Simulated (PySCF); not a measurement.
Si(H)(F)(Cl)(OH) (ClFH2OSi), SMILES Cl[SiH](F)O.

Coordinates come from a PBE-D3(BJ)/def2-SVP optimisation. Other conformers were not sampled.

Calculation: PySCF with PBE-D3(BJ)/def2-SVP.

Frequencies are harmonic and unscaled.

| mode | ν (cm⁻¹) | IR (km/mol) | Raman (Å⁴/amu) | depolarisation | moving atoms (share of kinetic energy) |
|---|---|---|---|---|---|
| 1 | 181 | 36.5 | 3.1 | 0.74 | H 54 %, O 17 %, Cl 13 %, F 9 % |
| 2 | 242 | 13.9 | 1.8 | 0.74 | F 51 %, Cl 22 %, H 12 %, Si 10 % |
| 3 | 302 | 83.6 | 2.0 | 0.62 | O 38 %, H 35 %, Cl 15 % |
| 4 | 336 | 51.6 | 2.1 | 0.67 | Si 34 %, F 27 %, O 26 %, H 10 % |
| 5 | 539 | 72.2 | 8.9 | 0.22 | Si 44 %, Cl 42 % |
| 6 | 742 | 45.2 | 3.4 | 0.68 | H 78 %, O 19 % |
| 7 | 801 | 53.3 | 8.6 | 0.75 | H 83 %, F 12 % |
| 8 | 833 | 277.4 | 9.7 | 0.38 | H 56 %, Si 20 %, F 14 %, O 10 % |
| 9 | 874 | 99.4 | 5.8 | 0.43 | H 44 %, Si 23 %, F 18 %, O 15 % |
| 10 | 956 | 154.4 | 1.4 | 0.39 | Si 48 %, O 28 %, F 15 %, H 8 % |
| 11 | 2283 | 77.2 | 122.0 | 0.19 | H 97 % |
| 12 | 3764 | 97.9 | 89.7 | 0.29 | H 94 % |
